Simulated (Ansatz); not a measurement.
Relaxation of C2H6FSi (10 atoms, charge 1, multiplicity 1), to a largest force component of 0.015 eV/Å in at most 40 steps.

Theory: Ansatz 0.2.0, RKS PBE/6-31G*.

```xyz
10
Properties=species:S:1:pos:R:3:forces:R:3
C -0.354 1.136 -0.792 0.04 0.23 -1.77
C -0.209 -0.250 -0.470 0.27 -0.93 -0.08
F -0.844 -0.652 0.577 -0.24 -0.05 0.51
Si 0.832 -1.604 -1.430 -0.37 0.54 0.30
H 0.009 1.793 -0.007 -0.01 0.51 0.66
H -1.406 1.359 -1.033 -0.56 0.11 0.57
H 0.131 1.360 -1.755 0.49 0.07 0.17
H 0.649 -2.839 -0.686 -0.03 -0.57 0.25
H 2.142 -0.954 -1.375 0.58 0.15 -0.05
H 0.183 -1.487 -2.738 -0.17 -0.06 -0.57
```

Where does it end, and by what steps?

The run converged. The force dipped under the threshold on the way, but the program's further checks kept it going. Limits of this set-up: the dipole of an ion depends on the origin. After 28 steps the energy has fallen by 0.167 eV; F3 moved furthest, 0.96 Å.

```tsv
step	energy less start (eV)	largest force component (eV/Å)	accepted
0	0.0000	1.771	yes
1	-0.1306	0.817	yes
2	-0.1430	0.252	yes
3	-0.1462	0.125	yes
4	-0.1467	0.217	yes
5	-0.1479	0.042	yes
6	-0.1482	0.028	yes
7	-0.1481	0.380	no
8	-0.1472	0.140	no
9	-0.1486	0.008	yes
10	-0.1502	0.117	yes
11	-0.1503	0.502	yes
12	-0.1534	0.294	yes
13	-0.1531	0.533	no
14	-0.1570	0.078	yes
15	-0.1597	0.124	yes
16	-0.1614	0.160	yes
17	-0.1631	0.115	yes
18	-0.1650	0.086	yes
19	-0.1660	0.087	yes
20	-0.1657	0.143	no
21	-0.1667	0.052	yes
22	-0.1670	0.051	yes
23	-0.1671	0.057	yes
24	-0.1672	0.060	yes
25	-0.1673	0.059	yes
26	-0.1673	0.043	yes
27	-0.1673	0.032	no
28	-0.1674	0.010	yes
```

```xyz
10
Properties=species:S:1:pos:R:3
C -0.471 1.151 -0.822
C 0.032 -0.143 -0.398
F 0.013 -0.359 0.881
Si 0.754 -1.604 -1.479
H -0.598 1.872 0.000
H -1.469 0.955 -1.291
H 0.129 1.551 -1.664
H 0.135 -2.826 -0.895
H 2.207 -1.456 -1.155
H 0.401 -1.276 -2.885
```

Whether the end is a true minimum wasn't checked by a vibrational analysis.

Time of the run: 3.7 min on 1 CPU thread of a shared host.
